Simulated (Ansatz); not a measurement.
Program: Ansatz. Geometries: PBE0-D4/def2-TZVP. ΔE: electronic, gas phase. CBS: MP2 limit from def2 TZ/QZ plus the TZ coupled-cluster correction, frozen cores. For Ge outer-core shells are correlated without core-valence functions, which leaves a few kJ/mol of doubt a bond. Scalar relativity is left out up to krypton. Each species was taken in one conformer, which may not be the lowest.

Consider the ligand exchange at a Ge–N bond: `C[N]([GeH3])[SiH2]O` + `OPO` → `O[P](O)[GeH3]` + `CN[SiH2]O`.

`C[N]([GeH3])[SiH2]O`:

Z-matrix (Å, degrees):
```
C
N 1 1.455
H 1 1.096 2 111.3
H 1 1.094 2 110.4 3 -118.7
H 1 1.098 2 112.8 3 120.9
Ge 2 1.845 1 115.3 3 -53.4
Si 2 1.711 1 121.1 3 136.8
H 6 1.533 2 107.9 1 179.0
H 6 1.541 2 107.9 1 58.3
H 6 1.542 2 109.9 1 -60.0
O 7 1.650 2 116.7 1 88.3
H 7 1.479 2 108.5 1 -155.5
H 7 1.490 2 106.0 1 -33.2
H 11 0.958 7 118.0 2 -71.7
```

`OPO`:

Z-matrix (Å, degrees):
```
P
O 1 1.632
O 1 1.647 2 104.0
H 1 1.428 2 98.9 3 94.9
H 2 0.963 1 114.2 3 -52.9
H 3 0.961 1 110.6 2 -99.7
```

`O[P](O)[GeH3]`:

Z-matrix (Å, degrees):
```
Ge
P 1 2.348
H 1 1.538 2 109.6
H 1 1.544 2 108.1 3 118.4
H 1 1.536 2 111.2 3 -121.1
O 2 1.639 1 99.8 3 -74.5
O 2 1.655 1 93.7 3 -178.7
H 6 0.964 2 114.5 1 -43.8
H 7 0.962 2 110.6 1 -160.5
```

`CN[SiH2]O`:

```xyz
11

C     0.335   -0.057   -1.536
N     0.794   -0.082   -0.165
Si   -0.195   -0.303    1.206
O    -0.980    1.017    1.815
H     0.184    0.958   -1.926
H    -0.621   -0.583   -1.608
H     1.035   -0.572   -2.201
H     1.712    0.313   -0.038
H     0.676   -0.729    2.323
H    -1.209   -1.315    0.804
H    -1.732    1.354    1.327
```

| species | HF/CBS(def2) energy (Eh) |
| --- | --- |
| `C[N]([GeH3])[SiH2]O` | -2536.94631 |
| `OPO` | -492.35089 |
| `O[P](O)[GeH3]` | -2568.92488 |
| `CN[SiH2]O` | -460.36646 |

(1) Work out ΔE.

Largest T1 diagnostic among the species: 0.014.

Answers

(1) ΔE = (-2568.92488) + (-460.36646) − (-2536.94631) − (-492.35089) = 0.00586 Eh = +3.7 kcal/mol. CCSD(T)/CBS gives +1.8 kcal/mol.

From PBE to PBE0 (25 % exact exchange), in def2-TZVPP and without D4, ΔE moves by +1.7 kcal/mol. The D4 term adds +1.1 kcal/mol with B3LYP and +0.7 kcal/mol with PBE0; it sums over pairs of atoms, weighted by their polarisabilities, and B3LYP, whose exchange is more repulsive, gets the larger term.

B3LYP here is the variant with VWN-RPA as its local correlation; programs differ in this.
